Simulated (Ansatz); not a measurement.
C2H10AlNSi can be A, `C[NH][Al]([CH3])[SiH3]`, or B, `C[CH]([SiH3])[AlH][NH2]`.

Calculated with Ansatz (gas phase, PBE0-D4/def2-TZVP geometries, no zero-point term in ΔE). CBS: MP2 limit from def2 TZ/QZ plus the TZ coupled-cluster correction, frozen cores. DFT in def2-TZVPP. B3LYP here is the variant with VWN-RPA as its local correlation; programs differ in this. One conformer a species, not always the lowest.

Problem. Which is lower in electronic energy at CCSD(T)/CBS, and by how much? (Best estimate.)

Solution. The calculation gave: B, by 23.6 kJ/mol.

Problem. Give E(B) − E(A) in kJ/mol with r2SCAN-D4, B2PLYP, B3LYP, PBE-D4, CCSD(T)/def2-TZVPP, MP2/def2-TZVPP, CCSD/def2-TZVPP. (Best estimate.)

Solution. Computed: r2SCAN-D4 -17.0, B2PLYP -18.2, B3LYP -10.1, PBE-D4 -7.2, CCSD(T)/def2-TZVPP -20.7, MP2/def2-TZVPP -32.1, CCSD/def2-TZVPP -20.5. None reverses the order clearly.

Largest T1 diagnostic: 0.012.

From PBE to PBE0 (25 % exact exchange), in def2-TZVPP and without D4, E(B) − E(A) moves by −5.7 kJ/mol. The D4 term adds −6.8 kJ/mol with B3LYP and −3.4 kJ/mol with PBE0; it sums over pairs of atoms, weighted by their polarisabilities, and B3LYP, whose exchange is more repulsive, gets the larger term.
